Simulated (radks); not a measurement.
Results of a calculation; reference values are marked as such.
All-electron atom: the zinc ion Zn3+ in [Ar] 3d9.

Level of theory: scalar-relativistic Kohn-Sham, BLYP, spin-polarised, spherical densities, finite nucleus; open shells are filled with parallel spins first; Fermi nuclear charge, rms radius 3.9283 fm (a radial shooting solver on a logarithmic mesh with Libxc functionals).

Energy parts (Ry):
| part | energy |
|---|---|
| total | -3587.70886 |
| kinetic | 3645.13919 |
| electron-nucleus | -8561.88754 |
| Hartree | 1470.54970 |
| exchange-correlation | -141.51022 |

Orbitals (lengths in bohr, moments of r in powers of bohr):
orbital  occ.  eigenvalue (Ry)  <1/r>
1s up       1        -703.4521  30.23
1s down     1        -703.4520  30.23
2s up       1        -88.30780  6.584
2s down     1        -88.25843  6.587
2p up       3        -76.97855  6.462
2p down     3        -76.94132  6.464
3s up       1        -12.60242  2.101
3s down     1        -12.50960  2.098
3p up       3         -9.22630  1.952
3p down     3         -9.13553  1.949
3d up       5         -3.76778  1.603
3d down     4         -3.68222  1.595

The highest occupied level is 3d down at -50.099 eV. The electron density at the nucleus is 2.534e+04 e/bohr^3 (large components only).
